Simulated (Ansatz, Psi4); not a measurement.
The Ansatz (a quantum-chemistry and plane-wave program) input:
Ansatz 0.2 input:
```yaml
crystal:
  periodic: [false, false, false]
  atoms:
    - {symbol: Na, position_ang: [1.41416953, 1.64452484, 0.99121953]}
    - {symbol: O, position_ang: [0.00638526, 0.48438095, 0.82645381]}
    - {symbol: C, position_ang: [-0.34210795, -0.36358128, -0.18034111]}
    - {symbol: C, position_ang: [0.75261015, -1.42345878, -0.42643827]}
    - {symbol: C, position_ang: [-1.65128625, -1.09921080, 0.19043998]}
    - {symbol: C, position_ang: [-0.57667651, 0.39883633, -1.50187583]}
    - {symbol: H, position_ang: [0.46412264, -2.11615523, -1.21272031]}
    - {symbol: H, position_ang: [0.92429880, -1.97817725, 0.49249473]}
    - {symbol: H, position_ang: [1.68367264, -0.92366625, -0.71262686]}
    - {symbol: H, position_ang: [-1.49879107, -1.65142879, 1.11299942]}
    - {symbol: H, position_ang: [-1.95379042, -1.78388005, -0.59743711]}
    - {symbol: H, position_ang: [-2.43541732, -0.36628070, 0.35593475]}
    - {symbol: H, position_ang: [0.34667865, 0.90926824, -1.79481754]}
    - {symbol: H, position_ang: [-1.35327420, 1.14432514, -1.35006294]}
    - {symbol: H, position_ang: [-0.87968312, -0.27433875, -2.29951818]}
basis:
  gaussian:
    orbitals: STO-3G
hamiltonian:
  xc: r2scan
accuracy: high
```

**Question.** Give the equivalent Psi4 input.

**Answer.** One answer among several that fit: 
```
memory 2 GB

molecule mol {
0 1
Na    1.414170    1.644525    0.991220
O     0.006385    0.484381    0.826454
C    -0.342108   -0.363581   -0.180341
C     0.752610   -1.423459   -0.426438
C    -1.651286   -1.099211    0.190440
C    -0.576677    0.398836   -1.501876
H     0.464123   -2.116155   -1.212720
H     0.924299   -1.978177    0.492495
H     1.683673   -0.923666   -0.712627
H    -1.498791   -1.651429    1.112999
H    -1.953790   -1.783880   -0.597437
H    -2.435417   -0.366281    0.355935
H     0.346679    0.909268   -1.794818
H    -1.353274    1.144325   -1.350063
H    -0.879683   -0.274339   -2.299518
}

set {
  basis sto-3g
  reference rks
  scf_type pk
  puream true
  d_convergence 1e-8
  dft_radial_points 99
  dft_spherical_points 590
}

energy('r2scan')
print_variables()
```

Both were run: Ansatz gave -390.241245 Eh and Psi4 -390.241456 Eh, 0.211 mEh apart.
